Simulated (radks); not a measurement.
Results of a calculation; reference values are marked as such.
Ionisation of Mg2+, [Ne], to Mg3+, [He] 2s2 2p5, under several functionals. Non-relativistic Kohn-Sham, spin-polarised, spherical densities, point nucleus; open shells are filled with parallel spins first; a radial shooting solver on a logarithmic mesh with Libxc functionals.

functional                                      E(Mg2+) (hartree)  Exc (hartree)  IE (eV)  -e(HOMO) (eV)  <r> HOMO (bohr)  IE error (eV)
BLYP                                                   -199.24478      -16.05692   80.524         66.751           0.6843         +0.381
exchange-only PBE                                      -198.73829      -15.53641   79.170         65.474           0.6858         -0.973
SOGGA                                                  -198.60719      -15.40028   80.191         66.443           0.6844         +0.047
LDA (Slater exchange, Perdew-Wang correlation)         -198.28733      -15.06380   80.624         66.851           0.6843         +0.480
B86b exchange with PBE correlation                     -199.21728      -16.03194   80.572         66.784           0.6838         +0.428
exchange-only LDA                                      -197.47052      -14.22615   78.568         64.929           0.6865         -1.576
Tao-Mo meta-GGA                                        -199.17563      -15.99175   80.468         66.767           0.6845         +0.324
TASK exchange with Perdew-Wang LDA correlation         -199.25373      -16.09279   82.341         68.901           0.6788         +2.198
OLYP                                                   -199.24280      -16.07287   80.714         67.022           0.6830         +0.570
r2SCAN                                                 -199.22142      -16.05343   81.532         68.013           0.6817         +1.388
XLYP                                                   -199.32831      -16.14283   80.594         66.817           0.6845         +0.450
Wu-Cohen GGA                                           -198.92631      -15.73292   80.506         66.722           0.6835         +0.362

NIST Atomic Spectra Database: 80.144 eV (measured). Closest: SOGGA. The Delta-SCF values span 3.77 eV, the total energies 1.86 hartree. The highest occupied level is 2p. Open shells are spherical and high-spin; term and fine-structure splittings are not resolved.
